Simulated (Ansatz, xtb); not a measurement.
# A geometry optimisation of CH4NZn+ with r2SCAN-D4/def2-SVP

The starting geometry of this gas-phase singlet has its atoms placed at random.

```yaml
atoms:
  - { symbol: C, position_ang: [-0.9454, -1.2033, -0.8001] }
  - { symbol: N, position_ang: [1.2085, 0.5144, 1.8030] }
  - { symbol: Zn, position_ang: [1.3982, 0.9095, -0.8335] }
  - { symbol: H, position_ang: [2.0190, -0.6545, -0.7635] }
  - { symbol: H, position_ang: [0.1628, -0.3743, -1.0005] }
  - { symbol: H, position_ang: [0.5805, -0.6314, 0.3054] }
  - { symbol: H, position_ang: [-1.2820, -0.7308, 0.4825] }
```

Question: Guess where an optimisation with r2SCAN-D4/def2-SVP ends from this start.

Answer: It ends as a structure given below by its coordinates. Distances that change by over a tenth: C1–Zn3 (3.16 → 2.30 Å). Contacts that open: Zn3–H4 (1.68 → 3.63 Å), Zn3–H5 (1.79 → 2.58 Å). Contacts that close: C1–N2 (3.79 → 1.33 Å), C1–H5 (1.40 → 1.10 Å), C1–H7 (1.41 → 1.10 Å), N2–H4 (2.93 → 1.02 Å), N2–H6 (1.99 → 1.02 Å).

The energy falls by 17.55 eV over 25 steps:

```
step  E − E(last) (eV)
   1            17.554
   4            11.501
   6            10.888
   9             9.684
  12             6.181
  14             4.934
  17             2.029
  20             0.204
  22             0.013
  25             0.000
```

Final geometry (Å):

```csv
atom,x (Å),y (Å),z (Å)
C,0.0312,-0.4039,-0.3435
N,1.0894,-0.7664,0.3809
Zn,-0.1306,1.7996,-0.9766
H,1.9725,-1.0190,-0.0574
H,0.0099,-0.7474,-1.3839
H,1.0999,-0.6663,1.3937
H,-0.9306,-0.3672,0.1803
```

From the same start GFN2-xTB ends elsewhere, differing in C1–Zn3 (2.98 against 2.30 Å here), N2–Zn3 (2.03 against 3.15 Å here), N2–H4 (3.50 against 1.02 Å here), Zn3–H4 (1.47 against 3.63 Å here).

From so rough a start the end depends on the optimiser's path, so another program may land elsewhere. No frequencies were run, so the end isn't proven a minimum. Run with Ansatz 0.2.0, 3.3 min on 1 thread of AMD EPYC (Zen 3), with other jobs on the host.
